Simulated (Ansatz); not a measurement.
Ansatz (a quantum-chemistry and plane-wave program) input:
A basis named .json is the Basis Set Exchange file of that set.

Ansatz 0.2 input:
```yaml
crystal:
  periodic: [false, false, false]
  atoms:
    - {symbol: Si, position_ang: [-0.00156189, -0.00141780, 0.14555614]}
    - {symbol: H, position_ang: [-1.27922820, -0.21348892, -0.69521090]}
    - {symbol: H, position_ang: [0.84127864, -0.99751856, -0.68009374]}
    - {symbol: H, position_ang: [0.45981600, 1.23085671, -0.66248133]}
basis:
  gaussian:
    orbitals: aug-cc-pV_D+d_Z.json
total_charge: -1
magnetization: {spin_polarized: false}
correlation: {method: ccsd_t, electrons: outside_noble_gas}
output: {forces: true}
```

Question: Which total energy does the run end on?

Answer: -290.80473 Eh (CCSD(T)/aug-cc-pV(D+d)Z). The basis has 59 functions.
